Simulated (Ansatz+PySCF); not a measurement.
**quartet NbO: levels of theory in one basis**

```
atom   x (Å)   y (Å)   z (Å)
  Nb  0.0000  0.0000  0.0000
   O  0.0000  0.0000  1.6910
```

Basis set: def2-SVP (spherical functions, with the set's core potentials past Kr). Left uncorrelated: 1 orbital. Correlation on ROHF uses semicanonical orbitals with singles. Charge 0, multiplicity 4.

Computed with Ansatz (development build ahead of 0.2.0); each method stands on the lowest determinant of its kind that the runs found.

```
  method  E − E(ROHF) (eV)  <S²> of the determinant
    ROHF              0.00                     3.75
     UHF             -0.22                     3.85
ROHF-MP2             -8.33                        –
 UHF-MP2             -8.33                     3.85
```

**Question.** Is a single determinant a sound starting point here?

**Answer.** Only with care. Unrestricted orbitals gain 0.22 eV and <S²> is 3.85 against 3.75 for a pure state, a contamination that matters most for the unrestricted series.

Caution: other spin multiplicities were not run. Caution for UHF, UHF-MP2: the unrestricted determinant is spin contaminated.
